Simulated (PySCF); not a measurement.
C₅H₅N, SMILES C#CC(N)=C=C.

Geometry optimised at B3LYP-D3(BJ)/def2-SVP. The structure was generated by enumeration, and PubChem lists no compound with its InChIKey, so it may never have been made. One conformer was computed; it need not be the lowest.

Computed with PBE/def2-TZVP run with PySCF.

Isolated molecule, no solvent.

```json
{
 "total_energy": "-247.93143 hartree",
 "highest_occupied_level": "-5.03 eV",
 "lowest_empty_level": "-1.34 eV",
 "orbital_gap": "3.69 eV",
 "dipole_moment": "1.33 D",
 "quadrupole, principal values (traceless, Buckingham form, about the centre of nuclear charge)": "-8.72, 2.64, 6.08 D·Å",
 "mean_static_polarisability": "74.6 bohr³ (11.06 Å³)",
 "polarisability_principal_values": "41.6, 66.8, 115.4 bohr³"
}
```
